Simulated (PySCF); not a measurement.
This PySCF input asks for the NMR shieldings of `[SiH3][N]([SiH3])[Al]1[NH]CC[NH]1`, C$_{2}$H$_{12}$AlN$_{3}$Si$_{2}$; the geometry comes from GFN2-xTB.

```python
import basis_set_exchange as bse
import numpy as np
from pyscf import gto, dft
from pyscf.prop import nmr

atoms = """
Si   -2.597460    0.396722    1.346171
N    -1.666499   -0.163280   -0.011554
Si   -2.445819   -0.958222   -1.347243
Al    0.136637    0.031602   -0.008005
N     1.242389    0.815462    1.145400
C     2.560815    0.855001    0.519608
C     2.680892   -0.279662   -0.514632
N     1.387689   -0.506507   -1.153245
H    -1.655608    1.013551    2.286435
H    -3.297016   -0.733876    1.970548
H    -3.594098    1.372602    0.886195
H    -1.428547   -1.157149   -2.385007
H    -3.538192   -0.109979   -1.839374
H    -3.007583   -2.243440   -0.909026
H     1.197694    1.388479    1.974475
H     2.724178    1.813698    0.008310
H     3.355347    0.738352    1.267268
H     3.442286   -0.003950   -1.254464
H     3.029052   -1.186056   -0.000713
H     1.468694   -1.072669   -1.984183
"""
names = dict.fromkeys(["Si", "N", "Al", "C", "H"], "pcSseg-1")
basis = {el: gto.basis.parse(bse.get_basis(n, elements=[el], fmt="nwchem")) for el, n in names.items()}
mol = gto.M(atom=atoms, basis=basis, charge=0, verbose=0)
mf = dft.RKS(mol, xc="PBE0")
mf.grids.level = 2
mf.grids.alignment = dft.numint.BLKSIZE   # the property module wants whole blocks of grid points
mf.conv_tol = 1e-9
mf.kernel()

calc = nmr.RKS(mf)   # GIAO
C = mf.mo_coeff
Co = C[:, mf.mo_occ > 0]
resp = mf.gen_response(singlet=True, hermi=2)
def vind(x):   # induced exchange potential for any number of trial vectors
    d = np.einsum("pi,xij,qj->xpq", C, 2 * x.reshape(-1, C.shape[1], Co.shape[1]), Co, optimize=True)
    return np.einsum("xpq,pi,qj->xij", resp(d - d.transpose(0, 2, 1)), C, Co, optimize=True).ravel()
mo1, _ = nmr.rhf.solve_mo1(calc, with_cphf=vind)
sigma = calc.kernel(mo1)
for i, s in enumerate(sigma):   # ppm
    w = np.linalg.eigvalsh((s + s.T) / 2)
    print("%2d %-2s iso %8.1f  s11 %8.1f  s22 %8.1f  s33 %8.1f" % (i, mol.atom_pure_symbol(i), w.mean(), *w))
```

Task: Give the expected output.

Result: 
```
 0 Si iso    401.5  s11    354.0  s22    375.9  s33    474.7
 1 N  iso    268.7  s11    226.1  s22    288.4  s33    291.6
 2 Si iso    401.5  s11    354.3  s22    375.5  s33    474.7
 3 Al iso    421.2  s11    358.6  s22    409.5  s33    495.4
 4 N  iso    245.3  s11    218.5  s22    244.7  s33    272.5
 5 C  iso    138.6  s11    126.1  s22    131.0  s33    158.8
 6 C  iso    138.5  s11    125.6  s22    131.1  s33    158.9
 7 N  iso    245.2  s11    219.2  s22    244.2  s33    272.4
 8 H  iso     26.8  s11     22.0  s22     27.5  s33     30.9
 9 H  iso     26.8  s11     23.4  s22     24.5  s33     32.6
10 H  iso     26.8  s11     23.4  s22     24.6  s33     32.5
11 H  iso     26.8  s11     22.0  s22     27.4  s33     31.0
12 H  iso     26.9  s11     23.4  s22     24.6  s33     32.5
13 H  iso     26.8  s11     23.3  s22     24.5  s33     32.6
14 H  iso     31.1  s11     22.4  s22     29.0  s33     42.0
15 H  iso     28.1  s11     22.3  s22     26.4  s33     35.5
16 H  iso     28.5  s11     24.0  s22     26.7  s33     34.8
17 H  iso     28.5  s11     24.0  s22     26.7  s33     34.8
18 H  iso     28.1  s11     22.3  s22     26.4  s33     35.5
19 H  iso     31.1  s11     22.4  s22     29.0  s33     42.0
```

These numbers come from an equivalent density-fitted implementation of the same equations, which agrees with the script to about 0.01 ppm for H and up to a few tenths of a ppm for heavy atoms, so last digits may differ.

Size and cost of the density-fitted run: 217 basis functions, 81 s wall time on 1 thread of an Arm Neoverse N1, shared host; peak memory 0.89 GiB.
